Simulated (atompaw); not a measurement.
# An all-electron radial function and its pseudo partner (Pt)

Columns: radius, all-electron u(r) and pseudo u(r) of the 5p shell (level -60.01 eV) of platinum in the configuration [Kr] 4d10 4f14 5s2 5p6 5d9 6s0.5 6p0; PBE, scalar-relativistic, PAW (atompaw) scheme, atompaw 4.2.0.5.

| r (bohr) | all-electron | pseudo |
| --- | --- | --- |
| 0.081 | 0.0780 | 0.0123 |
| 0.162 | 0.3441 | 0.0485 |
| 0.242 | -0.2094 | 0.1055 |
| 0.323 | -0.5755 | 0.1814 |
| 0.404 | -0.5147 | 0.2711 |
| 0.485 | -0.1958 | 0.3692 |
| 0.565 | 0.1899 | 0.4691 |
| 0.646 | 0.5426 | 0.5673 |
| 0.727 | 0.8118 | 0.6575 |
| 0.808 | 0.9895 | 0.7350 |
| 0.888 | 1.0851 | 0.7952 |
| 0.969 | 1.1170 | 0.8373 |
| 1.050 | 1.1011 | 0.8591 |
| 1.131 | 1.0524 | 0.8606 |
| 1.212 | 0.9832 | 0.8429 |
| 1.292 | 0.9039 | 0.8089 |
| 1.373 | 0.8192 | 0.7609 |
| 1.454 | 0.7346 | 0.7027 |
| 1.535 | 0.6534 | 0.6384 |
| 1.615 | 0.5780 | 0.5724 |
| 1.696 | 0.5079 | 0.5066 |
| 1.777 | 0.4442 | 0.4442 |
| 1.858 | 0.3871 | 0.3871 |
| 1.938 | 0.3368 | 0.3368 |
| 2.019 | 0.2918 | 0.2918 |
| 2.100 | 0.2521 | 0.2521 |

Problem. How many radial nodes do the two functions have?

Solution. The all-electron 5p function has n − l − 1 = 3 (the table is too coarse to show those close to the nucleus); the pseudo-wave has 0, since the states of the same l below it are removed with the core.

Problem. Is the pseudo-wave norm-conserving?

Solution. No, it belongs to a PAW set: the norm inside the radius is not constrained, and the difference is carried by the augmentation charge.
